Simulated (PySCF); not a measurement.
A made-up structure of ZnBH3, closed shell:

```tsv
atom	x (Å)	y (Å)	z (Å)
B1	0.3001	1.0839	-0.3999
Zn2	-0.2234	-0.8027	0.2943
H3	-1.5442	-1.0814	1.0144
H4	0.6805	-2.0257	0.1265
H5	0.5895	2.1284	-0.7844
```

It is relaxed with PBE-D4/def2-SVP and then PBE0-D4/def2-TZVP (PySCF 2.14 with density fitting (its default auxiliary sets; JK sets also for MP2 and CCSD(T))). Atoms count as bonded within 1.22 times the sum of their covalent radii (H–H: 0.88 Å). The end point is not checked to be a true minimum.

Problem. Does its bonding change? (Judge from chemistry; the calculation decides.)

Solution. The calculation gives: Yes. Formed: B1–H3; broken: Zn2–H3.

Where it ends: The first stage lowers the energy by 0.14 eV in 5 steps. It ends as ZnBH₃ ([BH2][ZnH]):
```
atom    x (Å)    y (Å)    z (Å)
  B1  -0.3478   0.6861  -0.0011
 Zn2   0.3789  -1.2561   0.1216
  H3  -1.4086   1.0116   0.4558
  H4   0.9241  -2.7124   0.2135
  H5   0.2590   1.5734  -0.5348
```

Labels in which every atom is bracketed show which atoms are joined, not bond orders.

For scale, one of the runs: PBE0-D4/def2-TZVP relaxation, 97 basis functions, launched by `OMP_NUM_THREADS=2 python run.py`. Time: 2.1 min of wall clock on 2 CPU threads of an Intel Xeon; the host was shared. Peak host memory: 0.97 GiB.
